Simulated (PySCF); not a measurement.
3-ethenylthietane (C5H8S), SMILES C=CC1CSC1.

The structure is a stationary point at B3LYP-D3(BJ)/def2-SVP. Other conformers were not sampled.

Two levels are set side by side: TDDFT-PBE/def2-SVPD (PySCF) and TDDFT-LC-ωPBE/def2-SVPD (PySCF). Vertical, same geometry. The lowest singlet is HOMO→LUMO 99 % with PBE and HOMO→LUMO 70 %, HOMO→LUMO+7 19 % with the other functional; states are paired by order. Differences are taken from unrounded values.

| quantity | TDDFT-PBE |
|---|---|
| lowest singlet excitation (eV) | 3.69 |
| lowest triplet excitation (TDA) (eV) | 3.46 |
| first bright state (f over 0.05) (eV) | 5.73 |
| its oscillator strength | 0.15 |

**Question.** These are the TDDFT-PBE values. What does TDDFT-LC-ωPBE give? (Estimate from the structure and the level; the computed values follow.)

**Answer.** 
| quantity | TDDFT-LC-ωPBE | TDDFT-PBE minus TDDFT-LC-ωPBE |
|---|---|---|
| lowest singlet excitation (eV) | 4.65 | -0.96 |
| lowest triplet excitation (TDA) (eV) | 4.10 | -0.64 |
| first bright state (f over 0.05) (eV) | 7.34 | -1.61 |
| its oscillator strength | 0.47 | -0.32 |

A lower first singlet is the usual sign of a functional without exact exchange. Differences between two approximate levels are no errors against the true value.

Rough cost on one machine, each run with all the roots and properties that it gave: TDDFT-LC-ωPBE against TDDFT-PBE about 8 times.
